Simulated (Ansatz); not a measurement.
`Cl[BH][ZnH]` + `CC[SiH2]C` → `C[CH2][ZnH]` + `C[SiH2]BCl` at 700 K and 1 bar (redistribution).

Computed with Ansatz on PBE0-D4/def2-TZVP structures; ΔE is electronic, products minus reactants. CBS: MP2 limit from def2 TZ/QZ plus the TZ coupled-cluster correction, frozen cores. For Zn outer-core shells are correlated without core-valence functions, which leaves a few kJ/mol of doubt a bond. Scalar relativity is left out up to krypton. Each species was taken in one conformer, which may not be the lowest.

| species | CCSD(T)/CBS energy (Eh) | H − E (kJ/mol) | S (J/(mol·K)) |
| --- | --- | --- | --- |
| `Cl[BH][ZnH]` | -2264.14522 | 96.9 | 365.2 |
| `CC[SiH2]C` | -409.27248 | 397.8 | 467.7 |
| `C[CH2][ZnH]` | -1858.07157 | 243.2 | 385.1 |
| `C[SiH2]BCl` | -815.33859 | 250.5 | 457.1 |

H − E and S are ideal-gas, rigid-rotor, harmonic terms from PBE0-D4/def2-TZVP, for one conformer and one mirror image of each species. 1 Eh = 2625.50 kJ/mol, R = 8.31446 J/(mol·K).

Question: By hand: ΔE, ΔH, ΔS and ΔG.

Answer: ΔE = (-1858.07157) + (-815.33859) − (-2264.14522) − (-409.27248) = 0.00754 Eh = 19.8 kJ/mol. Δ(H − E) = 243.2 + 250.5 − 96.9 − 397.8 = -1.0, so ΔH = 18.8 kJ/mol. ΔS = 385.1 + 457.1 − 365.2 − 467.7 = 9.3 J/(mol·K). ΔG = 18.8 − 700 × (9.3)/1000 = 12.3 kJ/mol.

Question: By hand: the equilibrium constant, and the temperature at which ΔG would vanish if ΔH and ΔS stayed fixed.

Answer: log₁₀ K = −ΔG/(RT ln 10) = -0.9. ΔG = 0 at ΔH/ΔS = 2022 K, though so small a ΔS makes that figure unsure.

TΔS isn't small against ΔH here. A doubt of 5 kJ/mol in ΔE shifts log₁₀ K by 0.4 here. Other conformers and mirror images would add mixing entropy, several J/(mol·K) or more a flexible species. Modes under 60 cm⁻¹, often nearly free rotors, make the harmonic entropy too high. These are equilibria of isolated gas molecules and say nothing of rates. Largest T1 diagnostic: 0.015 (customary marks: 0.02 for closed shells, 0.045 for open ones).
